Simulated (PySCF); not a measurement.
Static response to an electric field

Species: C3H7FO3S.
Cartesian coordinates in Å at the GFN2-xTB level; atoms count from 1:
```
atom  x, y, z in Å
C1    -2.5117    0.0898   -0.1081
O2    -1.4790   -0.2591   -1.0085
S3    -0.1223   -0.8796   -0.3967
O4     0.4992   -1.6056   -1.4498
O5    -0.4282   -1.5236    0.8385
C6     0.8405    0.6437   -0.1068
C7     2.3072    0.2835   -0.0863
F8     2.5845   -0.4673    1.0239
H9    -2.3952   -0.4845    0.8127
H10   -3.4617   -0.1541   -0.5823
H11   -2.4720    1.1602    0.1084
H12    0.6109    1.3076   -0.9321
H13    0.5139    1.0539    0.8439
H14    2.9504    1.1703   -0.0310
H15    2.5590   -0.3273   -0.9590
```

Level: B3LYP/def2-SVPD (PySCF), static field, nuclei fixed, core orbitals frozen in the response. The polarisability tensor in these axes (au):

```
x   79.75  0.58 -0.69
y    0.58 64.67  0.88
z   -0.69  0.88 61.14
```

Problem. Give the principal values, the mean and the anisotropy Δα = √{½[(α1 − α2)² + (α2 − α3)² + (α1 − α3)²]}.

Solution. Principal values 60.89, 64.86 and 79.80 au; mean 68.52 au = 10.15 Å³ = 11.30 × 10⁻⁴⁰ C²·m²/J; Δα = 17.26 au (25 % of the mean).

Problem. What is the dipole moment, and where does it point?

Solution. (-1.19, 4.93, -0.20) D, 5.07 D in size, pointing from the negative to the positive side. Measured along this direction, the outermost atoms are O4 at the negative end and H11 at the positive end.

Problem. Find the Langevin capture rate constant for NH4+ (18.034 u) meeting this molecule (142.010 u), k = 2.342 × 10⁻⁹ cm³/s × √(α in Å³ / reduced mass in u).

Solution. The reduced mass is 16.00 u, so k = 1.87 × 10⁻⁹ cm³/s. The formula leaves out the permanent dipole, which adds to the capture rate.

Problem. How large is μ²/3kT at 400 K beside α?

Solution. In Gaussian units μ²/3kT = 155.23 Å³ against 10.15 Å³, a ratio of 15.29; the Debye molar polarisation (4π/3)N_A(α + μ²/3kT) is 417.2 cm³/mol, leaving out the vibrational part.

Problem. What are the principal values of the traceless quadrupole moment, Θ = ½Σq(3rr − r²1), about the centre of nuclear charge?

Solution. -11.30, -0.30, 11.60 D·Å. The values depend on the origin, since the dipole doesn't vanish. The electronic extent ⟨r²⟩ about the same centre is 1131 bohr², a root-mean-square distance of 2.07 Å for the 74 electrons.

Isolated species at its GFN2-xTB geometry (one conformer only).
